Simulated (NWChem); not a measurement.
The numbers come from NWChem runs, not from measurements. System: C4H8Si, charge 0, spin multiplicity 1, at a geometry optimised with PBE0/def2-SVP. The structure started from a generated list of species. Level: RHF/def2-SVP.

The NWChem input:

```
start mol
memory heap 200 mb stack 800 mb global 1000 mb
geometry units angstroms nocenter noautoz
  C      0.528238    -3.035260     0.000000
  C     -0.279454    -1.965038     0.000000
  C      0.194242    -0.589863     0.000000
  C     -0.603180     0.497578     0.000000
  Si     0.026641     2.252736     0.000000
  H      1.617293    -2.924619     0.000000
  H      0.130930    -4.053001     0.000000
  H     -1.366759    -2.108270     0.000000
  H      1.285438    -0.461850     0.000000
  H     -1.689180     0.327978     0.000000
  H     -0.455814     2.998743    -1.205000
  H      1.521849     2.239476     0.000000
  H     -0.455814     2.998743     1.205000
  symmetry group Cs
end
basis spherical
  * library def2-svp
end
scf
  rhf
  nopen 0
  maxiter 100
  thresh 1e-7
  semidirect memsize 60000000 filesize 0
end
task scf energy
```

NWChem printed:

```
             Northwest Computational Chemistry Package (NWChem) 7.3.0
             --------------------------------------------------------

                                NWChem Input Module
                                -------------------

 Scaling coordinates for geometry "geometry" by  1.889725989
 (inverse scale =  0.529177249)

 Turning off AUTOSYM since
 SYMMETRY directive was detected!

                             Geometry "geometry" -> ""
                             -------------------------

 Output coordinates in angstroms (scale by  1.889725989 to convert to a.u.)

  No.       Tag          Charge          X              Y              Z
 ---- ---------------- ---------- -------------- -------------- --------------
    1 C                    6.0000     0.52823800    -3.03526000     0.00000000
    2 C                    6.0000    -0.27945400    -1.96503800     0.00000000
    3 C                    6.0000     0.19424200    -0.58986300     0.00000000
    4 C                    6.0000    -0.60318000     0.49757800     0.00000000
    5 Si                  14.0000     0.02664100     2.25273600     0.00000000
    6 H                    1.0000     1.61729300    -2.92461900     0.00000000
    7 H                    1.0000     0.13093000    -4.05300100     0.00000000
    8 H                    1.0000    -1.36675900    -2.10827000     0.00000000
    9 H                    1.0000     1.28543800    -0.46185000     0.00000000
   10 H                    1.0000    -1.68918000     0.32797800     0.00000000
   11 H                    1.0000    -0.45581400     2.99874300    -1.20500000
   12 H                    1.0000     1.52184900     2.23947600     0.00000000
   13 H                    1.0000    -0.45581400     2.99874300     1.20500000

 Effective nuclear repulsion energy (a.u.)     191.2625128284

            Nuclear Dipole moment (a.u.)
            ----------------------------
        X                 Y               Z
 ---------------- ---------------- ----------------
    -0.0000132281     0.0000113384     0.0000000000

      Symmetry information
      --------------------

 Group name             Cs
 Group number              2
 Group order               2
 No. of unique centers    12

      Symmetry unique atoms

     1    2    3    4    5    6    7    8    9   10   11   12


 Summary of "ao basis" -> "" (spherical)
 ------------------------------------------------------------------------------
       Tag                 Description            Shells   Functions and Types
 ---------------- ------------------------------  ------  ---------------------
 *                          def2-svp                  on all atoms

 Summary of "ao basis" -> "ao basis" (spherical)
 ------------------------------------------------------------------------------
       Tag                 Description            Shells   Functions and Types
 ---------------- ------------------------------  ------  ---------------------
 C                          def2-svp                 6       14   3s2p1d
 Si                         def2-svp                 8       18   4s3p1d
 H                          def2-svp                 3        5   2s1p

                                 NWChem SCF Module
                                 -----------------

  ao basis        = "ao basis"
  functions       =   114
  atoms           =    13
  closed shells   =    23
  open shells     =     0
  charge          =   0.00
  wavefunction    = RHF
  use symmetry    = T
  symmetry adapt  = T

 Summary of "ao basis" -> "ao basis" (spherical)
 ------------------------------------------------------------------------------
       Tag                 Description            Shells   Functions and Types
 ---------------- ------------------------------  ------  ---------------------
 C                          def2-svp                 6       14   3s2p1d
 Si                         def2-svp                 8       18   4s3p1d
 H                          def2-svp                 3        5   2s1p

      Symmetry analysis of basis
      --------------------------

        a'         82
        a"         32

 Forming initial guess at       0.1s

      Superposition of Atomic Density Guess
      -------------------------------------

 Sum of atomic energies:        -443.23201852

      Non-variational initial energy
      ------------------------------

 Total energy =    -446.154819
 1-e energy   =    -985.291376
 2-e energy   =     347.874045
 HOMO         =      -0.281547
 LUMO         =      -0.058095

      Symmetry analysis of molecular orbitals - initial
      -------------------------------------------------

  Numbering of irreducible representations:

     1 a'          2 a"

  Orbital symmetries:

     1 a'          2 a'          3 a'          4 a'          5 a'
     6 a'          7 a'          8 a'          9 a"         10 a'
    11 a'         12 a'         13 a'         14 a'         15 a'
    16 a'         17 a'         18 a"         19 a'         20 a'
    21 a"         22 a'         23 a"         24 a"         25 a"
    26 a'         27 a'         28 a'         29 a'         30 a"
    31 a'         32 a'         33 a'

 Starting SCF solution at       1.3s

 ----------------------------------------------
         Quadratically convergent ROHF

 Convergence threshold     :          1.000E-07
 Maximum no. of iterations :          100
 Final Fock-matrix accuracy:          1.000E-09
 ----------------------------------------------

              iter       energy          gnorm     gmax       time
             ----- ------------------- --------- --------- --------
                 1     -444.7525927640  7.57D-01  1.95D-01      1.4
                 2     -444.8133691238  1.79D-01  3.90D-02      1.6
                 3     -444.8161479906  1.23D-02  2.60D-03      1.9
                 4     -444.8161687042  8.68D-05  3.04D-05      2.4
                 5     -444.8161687058  6.03D-09  1.47D-09      3.3

       Final RHF  results
       ------------------

         Total SCF energy =   -444.816168705848
      One-electron energy =   -989.244525603752
      Two-electron energy =    353.165844069544
 Nuclear repulsion energy =    191.262512828360

        Time for solution =      2.0s

       Symmetry analysis of molecular orbitals - final
       -----------------------------------------------

  Numbering of irreducible representations:

     1 a'          2 a"

  Orbital symmetries:

     1 a'          2 a'          3 a'          4 a'          5 a'
     6 a'          7 a'          8 a"          9 a'         10 a'
    11 a'         12 a'         13 a'         14 a'         15 a'
    16 a'         17 a'         18 a'         19 a"         20 a'
    21 a'         22 a"         23 a"         24 a"         25 a'
    26 a'         27 a'         28 a'         29 a"         30 a"
    31 a'         32 a'         33 a'

             Final eigenvalues
             -----------------

              1
    1  -68.7533
    2  -11.2580
    3  -11.2487
    4  -11.2470
    5  -11.2285
    6   -6.1241
    7   -4.2345
    8   -4.2343
    9   -4.2342
   10   -1.0867
   11   -0.9935
   12   -0.8246
   13   -0.7538
   14   -0.7075
   15   -0.6428
   16   -0.6130
   17   -0.5560
   18   -0.5226
   19   -0.4856
   20   -0.4742
   21   -0.4594
   22   -0.4447
   23   -0.3293
   24    0.0927
   25    0.1739
   26    0.1891
   27    0.2005
   28    0.2065
   29    0.2151
   30    0.2313
   31    0.2494
   32    0.2689
   33    0.2710

                       ROHF Final Molecular Orbital Analysis
                       -------------------------------------

 Vector   21  Occ=2.000000D+00  E=-4.594120D-01  Symmetry=a'
              MO Center= -2.2D-01,  5.9D-01, -3.2D-16, r^2= 3.7D+00
   Bfn.  Coefficient  Atom+Function         Bfn.  Coefficient  Atom+Function
  ----- ------------  ---------------      ----- ------------  ---------------
    47      0.303596   4 C  py               65     -0.225218   5 Si py
    95     -0.209000  10 H  s                50      0.204917   4 C  py
    46      0.201718   4 C  px               19      0.181163   2 C  py
    33     -0.170640   3 C  py               90     -0.158922   9 H  s
    45      0.156750   4 C  s

 Vector   22  Occ=2.000000D+00  E=-4.447080D-01  Symmetry=a"
              MO Center= -6.7D-02, -6.8D-01, -4.9D-16, r^2= 5.3D+00
   Bfn.  Coefficient  Atom+Function         Bfn.  Coefficient  Atom+Function
  ----- ------------  ---------------      ----- ------------  ---------------
    20      0.294776   2 C  pz               34      0.260943   3 C  pz
     6      0.225996   1 C  pz               23      0.195814   2 C  pz
    37      0.175592   3 C  pz               48      0.174118   4 C  pz
     9      0.158369   1 C  pz

 Vector   23  Occ=2.000000D+00  E=-3.293167D-01  Symmetry=a"
              MO Center= -6.1D-02, -1.1D+00, -2.1D-16, r^2= 4.3D+00
   Bfn.  Coefficient  Atom+Function         Bfn.  Coefficient  Atom+Function
  ----- ------------  ---------------      ----- ------------  ---------------
    48     -0.311172   4 C  pz                6      0.303894   1 C  pz
    51     -0.275929   4 C  pz                9      0.257778   1 C  pz
    20      0.233856   2 C  pz               34     -0.228537   3 C  pz
    23      0.208233   2 C  pz               37     -0.202171   3 C  pz

 Vector   24  Occ=0.000000D+00  E= 9.272911D-02  Symmetry=a"
              MO Center= -7.5D-03, -8.8D-01,  1.3D-14, r^2= 5.1D+00
   Bfn.  Coefficient  Atom+Function         Bfn.  Coefficient  Atom+Function
  ----- ------------  ---------------      ----- ------------  ---------------
     9      0.476708   1 C  pz               51      0.417868   4 C  pz
    37     -0.380580   3 C  pz               69      0.344874   5 Si pz
    23     -0.307634   2 C  pz              101      0.288530  11 H  s
   111     -0.288530  13 H  s                 6      0.283946   1 C  pz
    48      0.262401   4 C  pz               34     -0.259868   3 C  pz

 Vector   25  Occ=0.000000D+00  E= 1.738541D-01  Symmetry=a'
              MO Center=  1.5D-01,  2.1D+00,  1.2D-16, r^2= 5.1D+00
   Bfn.  Coefficient  Atom+Function         Bfn.  Coefficient  Atom+Function
  ----- ------------  ---------------      ----- ------------  ---------------
    45      1.654642   4 C  s                68      1.307172   5 Si py
    67      0.888868   5 Si px              106     -0.679079  12 H  s
    91     -0.641242   9 H  s                96     -0.458518  10 H  s
    35      0.433142   3 C  px               50      0.430204   4 C  py
    31      0.273656   3 C  s                60     -0.269546   5 Si s

 Vector   26  Occ=0.000000D+00  E= 1.891456D-01  Symmetry=a'
              MO Center= -4.4D-01,  2.8D-01,  1.1D-14, r^2= 8.7D+00
   Bfn.  Coefficient  Atom+Function         Bfn.  Coefficient  Atom+Function
  ----- ------------  ---------------      ----- ------------  ---------------
    86      0.965532   8 H  s               106     -0.925625  12 H  s
    67      0.899007   5 Si px               96      0.893655  10 H  s
    45     -0.849147   4 C  s                17     -0.712541   2 C  s
    68     -0.707550   5 Si py               76     -0.558590   6 H  s
    91     -0.525436   9 H  s               101      0.462802  11 H  s

 center of mass
 --------------
 x =  -0.01313126 y =   0.02075812 z =   0.00000000

 moments of inertia (a.u.)
 ------------------
        1293.045611790085          67.193746005195           0.000000000000
          67.193746005195          85.265236318074           0.000000000000
           0.000000000000           0.000000000000        1357.407450381347

  Mulliken analysis of the total density
  --------------------------------------

    Atom       Charge   Shell Charges
 -----------   ------   -------------------------------------------------------
    1 C    6     6.07   1.99  0.87  0.25  1.97  0.95  0.03
    2 C    6     6.09   1.99  0.89  0.27  2.00  0.89  0.05
    3 C    6     6.01   1.99  0.90  0.25  1.98  0.84  0.05
    4 C    6     6.37   1.99  0.88  0.34  1.99  1.13  0.03
    5 Si  14    13.29   2.00  1.99  0.94  0.15  5.94  1.23  0.81  0.23
    6 H    1     0.94   0.75  0.17  0.03
    7 H    1     0.93   0.75  0.16  0.03
    8 H    1     0.95   0.75  0.17  0.02
    9 H    1     0.95   0.76  0.17  0.02
   10 H    1     0.94   0.74  0.17  0.03
   11 H    1     1.15   0.74  0.40  0.01
   12 H    1     1.16   0.74  0.40  0.01
   13 H    1     1.15   0.74  0.40  0.01

       Multipole analysis of the density wrt the origin
       ------------------------------------------------

     L   x y z        total         open         nuclear
     -   - - -        -----         ----         -------
     0   0 0 0     -0.000000      0.000000     46.000000

     1   1 0 0     -0.013113      0.000000     -0.000013
     1   0 1 0     -0.447053      0.000000      0.000011
     1   0 0 1     -0.000000      0.000000      0.000000

     2   2 0 0    -28.391499      0.000000     58.208702
     2   1 1 0     -0.276733      0.000000    -38.659081
     2   1 0 1     -0.000000      0.000000      0.000000
     2   0 2 0    -29.667975      0.000000    734.966940
     2   0 1 1      0.000000      0.000000      0.000000
     2   0 0 2    -32.994867      0.000000     10.370549

 Task  times  cpu:        3.3s     wall:        3.3s

 Total times  cpu:        3.4s     wall:        3.4s
```
